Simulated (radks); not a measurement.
Ionisation of the osmium ion Os3+, [Xe] 4f14 5d5, to [Xe] 4f14 5d4 as the strength of local exchange is varied. Method: scalar-relativistic Kohn-Sham, Slater X-alpha exchange (alpha = 2/3 is LDA exchange), no correlation, spin-polarised, spherical densities, finite nucleus; open shells are filled with parallel spins first (spin-orbit coupling, left out, can overturn this in heavy ions); Fermi nuclear charge, rms radius 5.4126 fm; computed with a radial shooting solver on a logarithmic mesh with Libxc functionals.

| alpha | E(Os3+) (hartree) | exchange (hartree) | IE (eV) | -e of the level emptied (eV) | <r> of it (bohr) |
|---|---|---|---|---|---|
| 0.568 | -17183.7838 | -271.6667 | 39.750 | 33.450 (5d) | 1.649 |
| 0.667 | -17231.4500 | -319.9483 | 41.877 | 35.474 (5d) | 1.615 |
| 0.754 | -17273.4533 | -362.6048 | 43.801 | 37.310 (5d) | 1.588 |
| 0.768 | -17280.2224 | -369.4889 | 44.115 | 37.611 (5d) | 1.583 |
| 0.819 | -17304.9050 | -394.6131 | 45.270 | 38.717 (5d) | 1.568 |
| 0.926 | -17356.8095 | -447.5614 | 47.750 | 41.098 (5d) | 1.537 |
| 0.941 | -17364.0988 | -455.0097 | 48.104 | 41.438 (5d) | 1.532 |
| 1.039 | -17411.8004 | -503.8265 | 50.450 | 43.699 (5d) | 1.506 |

NIST Atomic Spectra Database: 41 +/- 1.7 eV (theoretical). The Delta-SCF value meets it near alpha = 0.63. Open shells are spherical and high-spin; term and fine-structure splittings are not resolved. Spin-orbit splitting is averaged out at the scalar-relativistic level.
